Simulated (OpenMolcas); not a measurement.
A run on Ne2+.

| Property | Result |
| --- | --- |
| Program | OpenMolcas 26.06 |
| Method | CASSCF |
| Basis | ANO-RCC-VDZP [3s2p1d] |
| Scalar Hamiltonian | X2C, point nucleus |
| Active space | 6 electrons in 4 orbitals (2s 2p) |
| State averaging | 2S+1 = 3 even, 3 roots; 2S+1 = 1 even, 6 roots; 2S+1 = 3 odd, 3 roots; 2S+1 = 1 odd, 3 roots (0 in the spin-orbit step) |
| Spin-orbit coupling | state interaction with AMFI integrals over the reference wave functions, term energies averaged over their components |

14 basis functions. Blocks (2S+1, parity, CSFs, roots kept): 3, even, 3, 3; 1, even, 7, 6; 3, odd, 3, 3; 1, odd, 3, 3.

How long do the RASSCF and RASSI steps take on 1 thread of Arm Neoverse V1 (shared host)?

About 8.8 s of wall time, without the integral step.
